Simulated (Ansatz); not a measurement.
**BrGeHO: structure from calculated spectroscopic constants**

These gas-phase data were calculated for one isomer of BrGeHO at r2SCAN-D4/def2-SVP (harmonic, unscaled wavenumbers; equilibrium rotational constants with average atomic masses):

* rotational constants: 21.98, 1.856, 1.712 GHz
* all wavenumbers above 1500 cm⁻¹: 2142

Candidates:

(1) `[O]=[GeH][Br]`, a singlet
(2) `[OH][Ge][Br]`, a singlet

Q: Which structure fits?

A: Candidate (1). No mode falls between 3300 and 4000 cm⁻¹, where the O–H stretch of (2) would stand.

The same quantities for all candidates:

```
     rotational constants (GHz)  wavenumbers above 1500 cm⁻¹  E above the lowest, r2SCAN-D4/def2-SVP (kcal/mol)
(1)         21.98, 1.856, 1.712                         2142                                               40.5
(2)          12.14, 1.963, 1.69                         3788                                                0.0
```

Harmonic stretches to hydrogen usually lie a few per cent above observed fundamentals. Each candidate is one conformer. Programs: Ansatz 0.2.0.
